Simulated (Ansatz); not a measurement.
Calculated with Ansatz (gas phase, PBE0-D4/def2-TZVP geometries, no zero-point term in ΔE). CCSD(T)/CBS is the MP2 limit (def2-TZVPP, def2-QZVPP) plus CCSD(T) − MP2 in def2-TZVPP, frozen cores. This one scheme is used for every species. def2 core potentials past Kr. For Se, Sn outer-core shells are correlated without core-valence functions, which leaves a few kJ/mol of doubt a bond. Scalar relativity is left out up to krypton. Each species was taken in one conformer, which may not be the lowest.

Consider the formal exchange of groups at the Se–Sn bond: `[F][Sn]([F])([F])[SeH]` + `BF` → `FB[SeH]` + `[F][SnH]([F])[F]`.

```csv
species,MP2/def2-TZVPP energy (Eh)
`[F][Sn]([F])([F])[SeH]`,-2913.69421
`BF`,-125.73492
`FB[SeH]`,-2525.88423
`[F][SnH]([F])[F]`,-513.54504
```

Q: Work out ΔE.

A: ΔE = (-2525.88423) + (-513.54504) − (-2913.69421) − (-125.73492) = -0.00014 Eh = -0.4 kJ/mol. CCSD(T)/CBS gives +4.4 kJ/mol.

Largest T1 diagnostic among the species: 0.015.

At CCSD(T), def2-SVP lies −7.8 kJ/mol from the extrapolated value and def2-TZVPP −8.3 kJ/mol. In def2-TZVPP, CCSD(T) changes the Hartree–Fock value by −12.0 kJ/mol (the triples alone add −0.6 kJ/mol) and MP2 by −8.4 kJ/mol.
